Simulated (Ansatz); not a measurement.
Cartesian coordinates in Å:
```
C 0.776 -1.727 -0.086
C 0.543 -0.750 -0.953
C 0.977 0.656 -0.753
S -0.437 1.818 -0.649
Si -1.493 0.984 1.004
H 1.326 -1.549 0.833
H 0.427 -2.737 -0.265
H -0.022 -0.951 -1.859
H 1.591 0.760 0.143
H 1.554 1.019 -1.607
H -2.225 -0.264 0.674
H -2.465 2.035 1.398
H -0.553 0.707 2.122
```

Charge 0, multiplicity 1.

Question: List the ωB97M-V/def2-TZVPP orbital energies in eV (Ansatz). (Best estimate.)

Answer: Ansatz gave: Occupied: -2426.57, -1807.28, -282.58, -281.91, -281.56, -220.55, -163.66, -163.57, -163.47, -148.32, -102.46, -102.42, -102.41, -25.77, -23.59, -20.95, -18.59, -17.43, -16.05, -15.02, -14.24, -13.26, -12.73, -12.25, -11.88, -10.83, -10.04, -9.16. Lowest empty: 1.72, 2.04, 2.63, 2.96, 3.13, 3.54, 3.67, 3.91.
